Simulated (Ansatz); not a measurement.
Ansatz (a program for electronic structure) input (PBE0/def2-QZVPP):
A basis named .json is the Basis Set Exchange file of that set.

Ansatz 0.2 input:
```yaml
crystal:
  periodic: [false, false, false]
  atoms:
    - {symbol: Si, position_ang: [-1.87139284, -0.30514428, -0.18306441]}
    - {symbol: Si, position_ang: [0.38296014, -0.70221133, 0.25532862]}
    - {symbol: Cl, position_ang: [1.43697837, 1.03851154, -0.15411679]}
    - {symbol: H, position_ang: [-2.71335604, -1.52271530, -0.05294967]}
    - {symbol: H, position_ang: [-2.44217327, 0.80418892, 0.62053618]}
    - {symbol: H, position_ang: [0.89777934, -1.77406306, -0.62433172]}
    - {symbol: H, position_ang: [0.66717565, -1.05912815, 1.66503174]}
basis:
  gaussian:
    orbitals: def2-QZVPP.json
hamiltonian:
  xc: {name: PBE0}
magnetization: {spin_polarized: true, initial_magnetization: 1}
```

End of the output:

```
integrals: 0.34 GiB planned
1376 factors; their error is unknown
0.47 GiB of the device are held for the grids
2.02 GiB of device memory are held for the factors and their scratch space
mean field: 2.48 GiB planned
mean field evaluation 1: about -28333.1959 eV, gradient 1.0e1 eV
mean field evaluation 2: about -28333.6867 eV, gradient 6.2e0 eV
mean field evaluation 4: about -28333.8620 eV, gradient 5.8e-1 eV
mean field evaluation 8: about -28333.8882 eV, gradient 1.2e-1 eV
mean field evaluation 16: about -28333.8882 eV, gradient 8.5e-5 eV
mean field -28333.88818416 eV, -1041.2511853685 hartree, gradient 3.0e-5 eV, S^2 0.754725; 0 other end points of the search recorded, 0 dependent functions left out
reference -28333.88822475 eV, -1041.2511868602 hartree; 25, 24 occupied and 305, 306 virtual orbitals, 1376 factors
Total energy: -28333.88822475 eV, -1041.2511868602 hartree
```

It need not be the lowest isomer of its formula.
